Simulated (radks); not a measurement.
Values are calculated unless marked as measured or tabulated.
Task: Excited configurations of Tl I: one electron is placed in a higher orbital outside [Hg]. The ground configuration is [Hg] 6p1. Level of theory: scalar-relativistic Kohn-Sham, PBEsol, spin-polarised, spherical densities, finite nucleus; open shells are filled with parallel spins first (spin-orbit coupling, left out, can overturn this in heavy ions); Fermi nuclear charge, rms radius 5.4759 fm (a radial shooting solver on a logarithmic mesh with Libxc functionals). Excitation = E - E(ground); binding = E(ion) - E, where the ion is the core of charge +1; n* = 1/sqrt(2 binding) in atomic units, and the quantum defect is n - n*.

outer orbital  excitation (eV)  binding (eV)     n*  quantum defect  eigenvalue (eV)  <r> (bohr)
5f                       4.371         0.946  3.792           1.208           -0.467       16.90
6d                       3.649         1.668  2.856           3.144           -0.780       9.714
6f                       4.662         0.655  4.556           1.444           -0.390       28.69
7s                       2.388         2.929  2.155           4.845           -1.786       7.423
7p                       3.319         1.999  2.609           4.391           -1.164       10.09
7f                       4.841         0.477  5.343           1.657           -0.306       42.93

Estimate the row for 7d.

Result: excitation (eV) 4.267; binding (eV) 1.050; n* 3.599; quantum defect 3.401; eigenvalue (eV) -0.595; <r> (bohr) 18.54. The Delta-SCF ionisation energy is 5.317 eV (NIST Atomic Spectra Database: 6.108 eV, measured). Self-interaction in the functional shifts the binding energies and quantum defects, so they are the method's values and not measured ones. Open shells are spherical and high-spin; term and fine-structure splittings are not resolved. Spin-orbit splitting is averaged out at the scalar-relativistic level.
